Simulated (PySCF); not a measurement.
# SbN: energy against distance

Set-up: basis Sb cc-pVTZ-PP with ECP28, N cc-pVTZ; scalar-relativistic core potentials; PySCF 2.14. Energies in eV from Sb + N in their ground configurations at the same level. State: ¹Σ⁺ (singlet), closed shell.

All columns are PBE0. A positive dipole means Sb(−)N(+).

| R (Å) | E (eV) | μ (D) | Mulliken charge on Sb (basis-dependent) | HOMO (eV) | LUMO (eV) | Mayer bond order | ⟨S²⟩ |
| --- | --- | --- | --- | --- | --- | --- | --- |
| 1.559 | -0.951 | -3.27 | 0.34 | -7.54 | -1.93 | 3.10 | 0.00 |
| 1.632 | -2.142 | -3.40 | 0.34 | -7.70 | -2.14 | 3.07 | 0.00 |
| 1.704 | -2.796 | -3.50 | 0.34 | -7.82 | -2.36 | 3.04 | 0.00 |
| 1.759 | -3.026 | -3.56 | 0.35 | -7.89 | -2.51 | 3.02 | 0.00 |
| 1.813 | -3.089 | -3.62 | 0.36 | -7.86 | -2.67 | 3.00 | 0.00 |
| 1.867 | -3.023 | -3.66 | 0.36 | -7.72 | -2.81 | 2.99 | 0.00 |
| 1.940 | -2.788 | -3.71 | 0.37 | -7.56 | -3.00 | 2.97 | 0.00 |
| 2.031 | -2.332 | -3.76 | 0.37 | -7.38 | -3.23 | 2.96 | 0.00 |
| 2.139 | -1.650 | -3.80 | 0.36 | -7.19 | -3.48 | 2.95 | 0.00 |
| 2.284 | -0.644 | -3.84 | 0.35 | -6.98 | -3.77 | 2.95 | 0.00 |

A fit through these points gives, at Re = 1.810 Å, μ = -3.61 D and dμ/dR = -0.888 D/Å; the reduced mass is 12.55 u.

Task: How strong is the fundamental in the double-harmonic approximation, I = 42.26·(dμ/dR)²/μred km/mol?

Result: I = 42.26·(-0.888)²/12.55 = 2.66 km/mol at PBE0.

Spin–orbit coupling is left out, which matters for elements this heavy, above all for dissociation energies.
